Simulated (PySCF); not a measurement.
System: C4H7Cl2 (charge 0, doublet). It need not be the lowest isomer of its formula. 
Structure (B3LYP-D3(BJ)/def2-TZVP (Ansatz) minimum search):
```xyz
13

C     -2.1989     0.7967     0.2529
C     -0.9693    -0.0099    -0.0990
C      0.1692     0.1601     0.8068
C      1.5374    -0.0979     0.3666
Cl     2.1966     1.3899    -0.5417
Cl    -1.4249    -1.8362    -0.0756
H     -1.9619     1.8605     0.1745
H     -3.0208     0.5711    -0.4243
H     -2.5208     0.5866     1.2732
H     -0.6744     0.1380    -1.1360
H     -0.0132     0.4984     1.8188
H      1.6066    -0.9053    -0.3578
H      2.2353    -0.2553     1.1815
```
Charge 0, spin multiplicity 2.

Dispersion corrections to the total energy (kcal/mol) from the dftd3 and dftd4 libraries through PySCF: D3(BJ) without and D4 with the three-body term, each with the damping fitted for the functional named.

```csv
functional,D3(BJ),D4
PBE,-7.73,[?]
LC-wPBE,-7.34,-8.11
BLYP,-16.31,-16.12
HF,-53.82,-25.81
B2GP-PLYP,-4.65,-3.14
PBE0,[?],-6.22
TPSS,[?],-9.91
```

Q: Complete the blanks.

A: 
- PBE, D4: -7.32
- PBE0, D3(BJ): -6.75
- TPSS, D3(BJ): -9.79
